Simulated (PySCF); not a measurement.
## Electron correlation in Pb³⁺ (lead, charge +3)

[Xe] 4f14 5d10 6s1, 2S determinant. All numbers are calculated (PySCF 2.14, scalar relativity through the core potential, in def2-QZVPPD with the def2 core potential (60 electrons)). Frozen: nothing; 19 electrons correlated.

```csv
level,correlation energy (mhartree)
CCSD,-451.31
(T),-7.95
CCSD(T),-459.26
```

Diagnostics: T1 = 0.0053, D1 = 0.0187, largest double amplitude 0.015.

Cost of the coupled-cluster step: about 2.7 core-minutes, for 19 correlated electrons.

Iterations:

```
CC2 = 0
CCSD nocc = (np.int64(10), np.int64(9)), nmo = (88, 88)
frozen orbitals [[], []]
max_cycle = 100
direct = 0
conv_tol = 1e-08
conv_tol_normt = 1e-06
diis_space = 8
diis_start_cycle = 0
Init t2, MP2 energy = -0.479962701795238
Init E_corr(UCCSD) = -0.479962701807884
cycle = 1  E_corr(UCCSD) = -0.442704352125139  dE = 0.0372583497  norm(t1,t2) = 0.0464861
cycle = 2  E_corr(UCCSD) = -0.451785502826865  dE = -0.0090811507  norm(t1,t2) = 0.00843791
cycle = 3  E_corr(UCCSD) = -0.451055944752938  dE = 0.000729558074  norm(t1,t2) = 0.00250022
cycle = 4  E_corr(UCCSD) = -0.451306750778431  dE = -0.000250806025  norm(t1,t2) = 0.000667755
cycle = 5  E_corr(UCCSD) = -0.451319551105746  dE = -1.28003273e-05  norm(t1,t2) = 6.08586e-05
cycle = 6  E_corr(UCCSD) = -0.451314352788769  dE = 5.19831698e-06  norm(t1,t2) = 1.35976e-05
cycle = 7  E_corr(UCCSD) = -0.451314603665811  dE = -2.50877041e-07  norm(t1,t2) = 1.77067e-06
cycle = 8  E_corr(UCCSD) = -0.451314659857741  dE = -5.61919309e-08  norm(t1,t2) = 2.4007e-07
cycle = 9  E_corr(UCCSD) = -0.451314654749402  dE = 5.1083397e-09  norm(t1,t2) = 3.77269e-08
UCCSD converged
E(UCCSD) = -190.4669964443466  E_corr = -0.4513146547494018
UCCSD(T) correction = -0.00794936562275719
```

The basis has no tight functions for the innermost shells, so their pair energies are far from complete.

This basis was not built for core-valence correlation, so the inner-shell part is incomplete.
